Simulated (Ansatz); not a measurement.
Compare A (`OB1CCN1`) with its isomer B (`BNC(C)=O`).

Gas-phase electronic energies from Ansatz, PBE0-D4/def2-TZVP geometries. CCSD(T)/CBS adds triple-zeta CCSD(T) − MP2 to the extrapolated MP2 energy (def2 sets, frozen cores). DFT in def2-TZVPP. B3LYP here is the variant with VWN-RPA as its local correlation; programs differ in this. One conformer a species, not always the lowest.

A:

Z-matrix (Å, degrees):
```
C
B 1 1.597
C 1 1.551 2 83.0
H 1 1.091 2 117.5 3 -113.5
H 1 1.091 2 117.5 3 113.5
O 2 1.361 1 138.6 3 -180.0
N 2 1.405 1 91.9 3 -0.0
H 3 1.095 1 114.1 2 117.0
H 3 1.095 1 114.1 2 -117.1
H 6 0.958 2 112.7 1 -0.0
H 7 1.004 2 139.7 1 -180.0
```

B:

Z-matrix (Å, degrees):
```
C
C 1 1.505
H 1 1.093 2 110.5
H 1 1.093 2 110.3 3 118.8
H 1 1.087 2 109.4 3 -120.7
N 2 1.403 1 114.1 3 -58.0
O 2 1.201 1 123.4 3 122.2
B 6 1.409 2 126.6 1 -179.7
H 6 1.009 2 114.1 1 0.2
H 8 1.195 6 117.1 2 180.0
H 8 1.188 6 119.6 2 0.0
```

Task: Which isomer does CCSD(T)/CBS put lower? Give the gap. (Estimate.)

Result: The calculation gave: A, by 21.7 kcal/mol.

Task: Give E(B) − E(A) in kcal/mol with PBE-D4, CCSD/def2-TZVPP, PBE0-D4, B3LYP, B2PLYP, r2SCAN-D4, MP2/def2-TZVPP. (An estimate is asked.)

Result: Ansatz gave: PBE-D4 20.1, CCSD/def2-TZVPP 20.9, PBE0-D4 22.4, B3LYP 16.7, B2PLYP 18.2, r2SCAN-D4 19.1, MP2/def2-TZVPP 22.8. None reverses the order clearly.

Largest T1 diagnostic: 0.015.

From PBE to PBE0 (25 % exact exchange), in def2-TZVPP and without D4, E(B) − E(A) moves by +2.4 kcal/mol. In def2-TZVPP, CCSD(T) changes the Hartree–Fock value by +7.2 kcal/mol (the triples alone add −0.3 kcal/mol) and MP2 by +9.4 kcal/mol.
